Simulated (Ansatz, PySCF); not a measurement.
The pair A = aminoborane (SMILES BN) (first 6 atoms), B = H2O (SMILES O); geometry from B3LYP-D3(BJ)/def2-TZVP.
(charge 0, multiplicity 1):
```xyz
9

B      0.5618    -0.4926    -0.1492
N     -0.5118     0.2576     0.2974
H      0.7441    -0.6378    -1.3199
H      1.2952    -0.9858     0.6582
H     -0.6978     0.4053     1.2812
H     -1.1661     0.7046    -0.3237
O     -0.1924     0.1566     3.3144
H      0.7599     0.1767     3.1646
H     -0.3897    -0.7570     3.5488
```

Cores are frozen in the correlated methods. CBS: X⁻³ extrapolation of the correlation energy, Hartree–Fock from the larger set. MP2 and its Hartree–Fock in aug-cc-pVTZ are density fitted.

Codes used: Ansatz (an electronic-structure program) with Gaussian orbitals; PySCF for the dispersion terms. 

The monomers are drawn apart, rigid, along the line of their centres of mass. Counterpoise-corrected interaction energies (kcal/mol):

| level | R = 4.072 Å | R = 4.916 Å |
|---|---|---|
| PBE/def2-TZVPPD | -2.1406 | -0.9551 |
| PBE-D3(BJ)/def2-TZVPPD | -2.4752 | -1.0841 |
| wB97M-V/def2-TZVPPD | -2.2084 | -0.9952 |
| MP2/CBS(aug-cc-pVDZ, aug-cc-pVTZ) + ΔCCSD(T)/aug-cc-pVDZ | -2.2224 | -0.9820 |

Q: R is the distance of the centres of mass. Find the local exponent m of E ∝ R⁻ᵐ between the two points.

A: 
m = ln(E₁/E₂)/ln(R₂/R₁): PBE/def2-TZVPPD 4.3; PBE-D3(BJ)/def2-TZVPPD 4.4; wB97M-V/def2-TZVPPD 4.2; MP2/CBS(aug-cc-pVDZ, aug-cc-pVTZ) + ΔCCSD(T)/aug-cc-pVDZ 4.3. For scale, two fixed dipoles give m = 3, dipole and quadrupole 4, quadrupoles 5, and dispersion or dipole-induced dipole 6 at long range; at these distances several terms mix, and what is left of overlap and damping shifts m, so it need not match one of them.
